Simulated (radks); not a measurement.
Question: These are the eigenvalues of the occupied orbitals of an atom or ion with whole-number occupations (eV). Calculated with a radial shooting solver on a logarithmic mesh with Libxc functionals: non-relativistic Kohn-Sham, TPSS, spin-polarised, spherical densities, point nucleus; meta-GGA in the generalised Kohn-Sham scheme.

1s up: -57068.47
1s down: -57068.33
2s up: -9479.747
2s down: -9479.608
2p up: -9070.131
2p down: -9070.003
3s up: -2330.593
3s down: -2327.959
3p up: -2143.786
3p down: -2141.321
3d up: -1796.858
3d down: -1794.960
4s up: -658.0119
4s down: -653.2664
4p up: -581.4404
4p down: -576.6279
4d up: -443.2064
4d down: -438.2389
4f up: -265.3223
5s up: -263.4434
4f down: -260.0473

Which element is it, and in what charge state? The configuration may be excited. Open shells, if any, are filled with parallel spins first.

Answer: Z = 70, ytterbium, charge +13: Yb13+ in [Kr] 4d10 4f10 5s1. The list shows which subshells hold electrons but not how many an open one holds; the 1s level, -2097.2 hartree, gives Z - s = 64.8 by -(Z - s)^2/2, which with screening narrows Z to a few neighbours, and the depths of the outer levels then fix element, charge and occupations together.
